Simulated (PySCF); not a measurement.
Sn(OH)(NH2) (H3NOSn), SMILES [Sn]([OH])[NH2] (connectivity only; charge and spin as stated), neutral, multiplicity 1.

The structure is a stationary point at B3LYP-D3(BJ)/def2-TZVP. The def2 effective core potentials stand for the cores of Sn; spin–orbit coupling is left out. Other conformers were not sampled.

Level of theory: r2SCAN/def2-TZVPD (PySCF).

The molecule is in vacuum.

Computed frontier levels, gap, dipole moment and polarisability:
```json
{
 "highest_occupied_level": "-6.26 eV",
 "lowest_empty_level": "-2.21 eV",
 "orbital_gap": "4.05 eV",
 "dipole_moment": "2.16 D",
 "quadrupole, principal values (traceless, Buckingham form, about the centre of nuclear charge)": "-4.30, -1.08, 5.38 D·Å",
 "mean_static_polarisability": "58.1 bohr³ (8.60 Å³)",
 "polarisability_principal_values": "48.2, 59.1, 66.9 bohr³"
}
```
